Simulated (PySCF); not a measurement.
`COC(=O)c1ccpcn1`: 4 charge schemes on one density

Species: C6H6NO2P.
Cartesian coordinates in Å at the GFN2-xTB level; atoms count from 1:
```xyz
16
C6H6NO2P angstrom
C     -3.1152   -0.5379   -0.0529
O     -1.7114   -0.6967   -0.1839
C     -0.9733    0.3705    0.1091
O     -1.4303    1.4313    0.4658
C      0.4879    0.1177   -0.0496
C      1.3652    1.1676    0.2299
C      2.7308    1.0405    0.1136
P      3.5336   -0.4201   -0.3875
C      2.1070   -1.4152   -0.6163
N      0.8549   -1.0937   -0.4465
H     -3.5552   -1.4917   -0.3315
H     -3.3750   -0.2812    0.9767
H     -3.4729    0.2574   -0.7108
H      0.9247    2.1032    0.5468
H      3.3541    1.8960    0.3458
H      2.2676   -2.4389   -0.9430
```

Density: PBE0/pcSseg-1 (PySCF); schemes: Mulliken, IAO, Hirshfeld and ESP-fitted. Geometry: GFN2-xTB, one conformer, isolated molecule.

**Question.** Atoms with like bonding are taken together and averaged. At which atom do the 4 schemes differ most?

**Answer.** At P8: from -0.273 (ESP-fitted) to +0.450 e (Mulliken), 0.723 e apart.

**Question.** Do the Mulliken, IAO, Hirshfeld and ESP-fitted schemes agree on where the charge is lowest?

**Answer.** The schemes don't all agree: Mulliken O2 (-0.443); IAO O4 (-0.475); Hirshfeld O4 (-0.254); ESP-fitted N10 (-0.768).

**Question.** Which atoms carry the highest charge in the Mulliken, IAO, Hirshfeld and ESP-fitted schemes?

**Answer.** All schemes agree: Mulliken C3 (+0.596); IAO C3 (+0.503); Hirshfeld C3 (+0.200); ESP-fitted C3 (+0.614).

**Question.** Tabulate the Mulliken, IAO, Hirshfeld and ESP-fitted charges.

**Answer.** In e; atoms taken as equivalent share a row and are averaged (×n: the atom named and its like, n in all):

```tsv
atom	environment	Mulliken	IAO	Hirshfeld	ESP-fitted
C1	methoxy carbon	-0.027	-0.213	-0.033	-0.235
O2	ester single-bonded oxygen	-0.443	-0.308	-0.092	-0.280
C3	ester carbonyl carbon	+0.596	+0.503	+0.200	+0.614
O4	ester carbonyl oxygen	-0.417	-0.475	-0.254	-0.538
C5	substituted aromatic carbon	-0.075	+0.078	+0.047	+0.613
C6	aromatic CH carbon	+0.049	-0.139	-0.035	-0.673
C7	aromatic CH carbon	-0.358	-0.348	-0.086	+0.262
P8	phosphorus bonded to 2 C	+0.450	+0.361	+0.114	-0.273
C9	aromatic CH next to a ring nitrogen	-0.185	-0.226	-0.035	+0.472
N10	pyridine-type nitrogen	-0.354	-0.227	-0.138	-0.768
H11/H12/H13	methyl hydrogen	+0.123	+0.157	+0.052	+0.141
H14	aromatic hydrogen	+0.116	+0.183	+0.055	+0.241
H15	aromatic hydrogen	+0.148	+0.173	+0.055	+0.094
H16	aromatic hydrogen	+0.132	+0.166	+0.047	+0.048
```

Mean size of the charges over all atoms: ESP-fitted 0.346 e, IAO 0.242 e, Mulliken 0.232 e, Hirshfeld 0.084 e. Each set sums to the total charge, 0, to within 0.001 e. The Hirshfeld scheme divides the density at each point in proportion to the densities of the neutral, spherically averaged free atoms. The Mulliken scheme gives each basis function's population to the atom it is centred on and halves the overlap population of two atoms between them.

**Question.** How many electrons does the Mulliken scheme count on P8?

**Answer.** Z − q = 15 − (+0.450) = 14.550.

**Question.** How closely do the schemes follow one another over all atoms?

**Answer.** Correlation coefficient and root-mean-square difference: IAO with Hirshfeld 0.95, 0.174 e; Mulliken with IAO 0.94, 0.100 e; Mulliken with Hirshfeld 0.91, 0.197 e; Hirshfeld with ESP-fitted 0.62, 0.357 e; IAO with ESP-fitted 0.48, 0.368 e; Mulliken with ESP-fitted 0.38, 0.404 e.
